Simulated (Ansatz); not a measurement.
Geometry optimisation, Ansatz, RKS B3LYP-D4/def2-SVP.

Input file:

```yaml
crystal:
  periodic: [false, false, false]
  atoms:
    - { symbol: Al, position_ang: [-0.981743, 0.511816, -0.049912] }
    - { symbol: Cl, position_ang: [2.334774, -0.568476, -0.542505] }
    - { symbol: Cl, position_ang: [-1.734522, 0.027712, -1.929984] }
    - { symbol: Cl, position_ang: [-0.590629, 2.477107, 0.515866] }
    - { symbol: H, position_ang: [1.76817, -1.248502, 0.428027] }
    - { symbol: Br, position_ang: [-0.796051, -1.199656, 1.578608] }
basis:
  gaussian: { orbitals: def2-SVP }
hamiltonian:
  xc: b3lyp
  dispersion: d4
relax:
  f_tol: 0.03
  max_steps: 50
output:
  orbitals: {}
```

Command:

```bash
$ ansatz run input.yaml --threads 2 --pin off --max-ram 3072MiB --backend cpu --events-out ev --progress --plain --runs-dir out
```

Problem. Where does it end, and by what steps?

Solution. The forces met the threshold. After 7 steps the energy has fallen by 0.282 eV; Cl2 moved furthest, 0.60 Å. Joined: Al1–Cl2 (3.52 → 2.60 Å).

| step | energy less start (eV) | largest force component (eV/Å) | accepted |
| --- | --- | --- | --- |
| 0 | 0.0000 | 0.935 | yes |
| 1 | -0.1295 | 0.473 | yes |
| 2 | -0.1996 | 0.691 | yes |
| 3 | -0.2527 | 0.686 | yes |
| 4 | -0.2148 | 1.380 | no |
| 5 | -0.2816 | 0.089 | yes |
| 6 | -0.2815 | 0.079 | no |
| 7 | -0.2823 | 0.020 | yes |

```xyz
6
Properties=species:S:1:pos:R:3
Al -0.666 0.367 -0.054
Cl 1.796 -0.296 -0.544
Cl -1.546 -0.062 -1.910
Cl -0.407 2.371 0.513
H 1.672 -1.186 0.398
Br -0.849 -1.193 1.598
```

Whether the end is a true minimum wasn't checked by a vibrational analysis.

The run took 25 s on 2 threads of Arm Neoverse V2, on a shared host, peak memory 0.28 GiB.
